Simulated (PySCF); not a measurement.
Distorted geometries of [Hg2H5]−

[Hg2H5]− (singlet). PySCF 2.14.0, RKS B3LYP, Hg def2-SVP with ECP60, H def2-SVP; non-relativistic Hamiltonian with scalar-relativistic core potentials where named; density fitting; no spin-orbit coupling. Relaxed geometry:

```xyz
7

Hg   -0.7914   -0.5003    1.8125
Hg    0.7754    0.4984   -1.8222
H     2.4482    0.2457   -1.6606
H     0.1366    0.0203    0.0647
H    -1.1751   -2.1253    1.4895
H    -0.6929    0.9605    2.6778
H    -0.7008    0.9007   -2.5618
```

Problem. Order these distorted geometries by energy above the relaxed one, lowest first.
A.
```xyz
7

Hg   -0.7504   -0.5599    1.9608
Hg    1.0208    0.5066   -1.8350
H     2.4795    0.2401   -1.6251
H     0.1754    0.0352    0.0737
H    -1.4750   -2.2258    1.3217
H    -0.6607    1.0677    2.8428
H    -0.7897    0.9361   -2.7389
```
B.
```xyz
7

Hg   -0.7883   -0.5098    1.8346
Hg    0.8122    0.4937   -1.8854
H     2.4213    0.2722   -1.6791
H     0.0971    0.0347    0.1074
H    -1.1679   -2.1050    1.4565
H    -0.6704    0.9417    2.7070
H    -0.7040    0.8725   -2.5410
```
C.
```xyz
7

Hg   -0.8588   -0.5216    1.8849
Hg    0.8037    0.6241   -1.8815
H     2.4170    0.2233   -1.5892
H     0.0838   -0.0362    0.0310
H    -1.1138   -2.1265    1.4846
H    -0.6994    0.9942    2.6394
H    -0.6324    0.8428   -2.5691
```

Solution. B (0.04 eV), C (0.14 eV), A (1.24 eV).

Problem. Which forces (eV/Å) act in the one that lies 1.24 eV up?

Solution. 
```
Hg  -0.74  0.17 -0.78
Hg  -5.23  0.79 -0.96
H    3.39 -0.52  0.38
H    0.02 -0.05  0.12
H    0.74  1.28  0.82
H    0.06 -1.33 -0.38
H    1.77 -0.34  0.80
```
Forces carry noise of the integration grid, about 0.01 to 0.03 eV/Å.

A frequency check found unstable modes (1, the lowest at -41 cm⁻¹), so the relaxed geometry is probably a saddle point.
